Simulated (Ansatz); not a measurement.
`CN[SiH2]NC` + `NCBCl` → `CN[SiH2]CN` + `CNBCl`  (redistribution)

Computed with Ansatz on PBE0-D4/def2-TZVP structures; ΔE is electronic, products minus reactants. CBS: MP2 limit from def2 TZ/QZ plus the TZ coupled-cluster correction, frozen cores. DFT in def2-TZVPP. B3LYP here is the variant with VWN-RPA as its local correlation; programs differ in this. One conformer a species, not always the lowest.

`CN[SiH2]NC`:

Cartesian coordinates in Å:
```
C -0.833 -1.440 1.762
N 0.025 -1.012 0.682
Si 0.741 0.534 0.523
N 0.894 0.914 -1.136
C -0.197 0.976 -2.082
H -1.657 -2.060 1.396
H -1.275 -0.563 2.242
H -0.305 -2.006 2.540
H 0.415 -1.770 0.144
H -0.163 1.408 1.332
H 2.133 0.701 1.039
H 1.731 1.387 -1.433
H -1.023 0.361 -1.718
H 0.096 0.577 -3.058
H -0.581 1.993 -2.233
```

`NCBCl`:

Z-matrix (Å, degrees):
```
C
B 1 1.549
N 1 1.444 2 117.7
H 1 1.100 2 106.9 3 124.8
H 1 1.112 2 102.2 3 -126.9
Cl 2 1.749 1 121.6 3 11.9
H 2 1.193 1 121.4 3 -171.1
H 3 1.011 1 111.5 2 -38.9
H 3 1.010 1 112.1 2 -160.6
```

`CN[SiH2]CN`:

```xyz
15

C     1.381   -0.548   -1.437
N    -0.018   -0.183   -1.351
Si   -1.058   -0.639   -0.058
C    -0.954    0.581    1.372
N     0.455    0.902    1.591
H     1.554   -1.449   -2.039
H     1.981    0.263   -1.864
H     1.771   -0.743   -0.436
H    -0.437    0.034   -2.239
H    -0.684   -1.987    0.459
H    -2.447   -0.668   -0.598
H    -1.350    0.082    2.263
H    -1.599    1.455    1.187
H     0.574    1.530    2.376
H     0.829    1.371    0.775
```

`CNBCl`:

Z-matrix (Å, degrees):
```
C
N 1 1.445
H 1 1.094 2 111.4
H 1 1.094 2 111.4 3 121.0
H 1 1.090 2 109.2 3 -119.5
B 2 1.381 1 126.0 3 119.4
H 2 1.009 1 115.0 3 -60.6
Cl 6 1.771 2 119.6 1 -180.0
H 6 1.192 2 121.5 1 0.0
```

```json
{"level": "PBE0", "ΔE (kJ/mol)": "-67.8"}
{"level": "B3LYP", "ΔE (kJ/mol)": "-67.5"}
```

(1) What does CCSD(T)/CBS give? (Best estimate.)

Largest T1 diagnostic among the species: 0.011.

## Answers

(1) Computed: -66.3 kJ/mol. The listed levels differ from it by -1.5, -1.2 kJ/mol.

In def2-TZVPP, CCSD(T) changes the Hartree–Fock value by −8.0 kJ/mol (the triples alone add −1.5 kJ/mol) and MP2 by −7.6 kJ/mol.
